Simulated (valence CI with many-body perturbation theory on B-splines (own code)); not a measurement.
## Al: calculated level list

Level of theory: configuration interaction combined with many-body perturbation theory (CI+MBPT): three valence electrons over a frozen Dirac-Fock core [Ne], radial functions for each j: 9 s, 9 p, 8 d, 6 f, 3 g, 1 h, with the one-electron correlation potential Σ1 (screened to all orders), the two-electron term Σ2, the three-electron term Σ3, Breit, model QED; selected single and double excitations, second order for the rest, scaled by the run's own slope (own B-spline code, finite nucleus).

Against 21 measured levels this calculation errs by 42 cm⁻¹ on average and by 113 at most.

Levels 1 to 22 of 22, with energies above the lowest level, 3s²3p ²P°_1/2. "Leading %" is the weight of the configuration and term that name the level; weights of strongly mixed levels are sums over their largest components and can fall short, so below about 35 % the name and the second component can differ from the true leading terms, or belong to a minority configuration. In the jj column 3d3/2^4 stands for four electrons in 3d with j = 3/2. Lifetimes count E1, E2, E3, M1 and M2 decay at the calculated energies, and are blank where another channel may lead or the interval is too uncertain; long ones can be off by a factor of two.

| No. | Configuration | Term | J | E (eV) | Leading % | g | Lifetime | Leading jj |
| --- | --- | --- | --- | --- | --- | --- | --- | --- |
| 1 | 3s²3p | ²P° | 1/2 | 0.0000 | 93 | 0.666 |  | 3s^2 3p1/2 (93 %) |
| 2 | 3s²3p | ²P° | 3/2 | 0.0139 | 93 | 1.334 | 79300 s | 3s^2 3p3/2 (93 %) |
| 3 | 3s²4s | ²S | 1/2 | 3.148 | 92 | 2.002 | 6.67 ns | 3s^2 4s (92 %) |
| 4 | 3s3p² | ⁴P | 1/2 | 3.584 | 95 | 2.670 | 1.60 ms | 3s 3p1/2^2 (43 %) |
| 5 | 3s3p² | ⁴P | 3/2 | 3.590 | 95 | 1.735 | 6.26 ms | 3s 3p1/2 3p3/2 (85 %) |
| 6 | 3s3p² | ⁴P | 5/2 | 3.599 | 95 | 1.601 | 1.99 ms | 3s 3p3/2^2 (63 %) |
| 7 | 3s²3d | ²D | 3/2 | 4.022 | 65 | 0.800 | 13.1 ns | 3s^2 3d3/2 (65 %) |
| 8 | 3s²3d | ²D | 5/2 | 4.022 | 65 | 1.200 | 13.1 ns | 3s^2 3d5/2 (65 %) |
| 9 | 3s²4p | ²P° | 1/2 | 4.088 | 91 | 0.666 | 64.1 ns | 3s^2 4p1/2 (91 %) |
| 10 | 3s²4p | ²P° | 3/2 | 4.090 | 91 | 1.334 | 63.8 ns | 3s^2 4p3/2 (91 %) |
| 11 | 3s²5s | ²S | 1/2 | 4.675 | 92 | 2.002 | 20.3 ns | 3s^2 5s (92 %) |
| 12 | 3s²4d | ²D | 3/2 | 4.831 | 38 | 0.800 | 25.0 ns | 3s^2 4d3/2 (38 %) |
| 13 | 3s²4d | ²D | 5/2 | 4.831 | 38 | 1.200 | 25.3 ns | 3s^2 4d5/2 (38 %) |
| 14 | 3s²5p | ²P° | 1/2 | 4.994 | 91 | 0.666 | 250 ns | 3s^2 5p1/2 (91 %) |
| 15 | 3s²5p | ²P° | 3/2 | 4.995 | 91 | 1.334 | 247 ns | 3s^2 5p3/2 (91 %) |
| 16 | 3s²4f | ²F° | 7/2 | 5.130 | 92 | 1.143 | 60.1 ns | 3s^2 4f7/2 (92 %) |
| 17 | 3s²4f | ²F° | 5/2 | 5.130 | 92 | 0.857 | 60.1 ns | 3s^2 4f5/2 (92 %) |
| 18 | 3s²6s | ²S | 1/2 | 5.228 | 92 | 2.002 | 45.2 ns | 3s^2 6s (92 %) |
| 19 | 3s²4d | ²D | 3/2 | 5.247 | 46 | 0.800 | 10.2 ns | 3s^2 4d3/2 (46 %) |
| 20 | 3s²4d | ²D | 5/2 | 5.247 | 46 | 1.200 | 10.3 ns | 3s^2 4d5/2 (46 %) |
| 21 | 3s²6p | ²P° | 1/2 | 5.376 | 92 | 0.666 | 450 ns | 3s^2 6p1/2 (92 %) |
| 22 | 3s²6p | ²P° | 3/2 | 5.376 | 92 | 1.334 | 445 ns | 3s^2 6p3/2 (92 %) |

Names give the largest LS component (configuration and term), which can be under half, so a name can repeat, a term be missing and a line seem to break the LS rules; names also repeat where a configuration has a term twice.

The ionisation energy to 3s² ¹S0 of the next ion comes out as 5.9886 eV (NIST: 5.98577 eV (measured)). All 22 levels together are meant to be complete up to 5.392 eV.
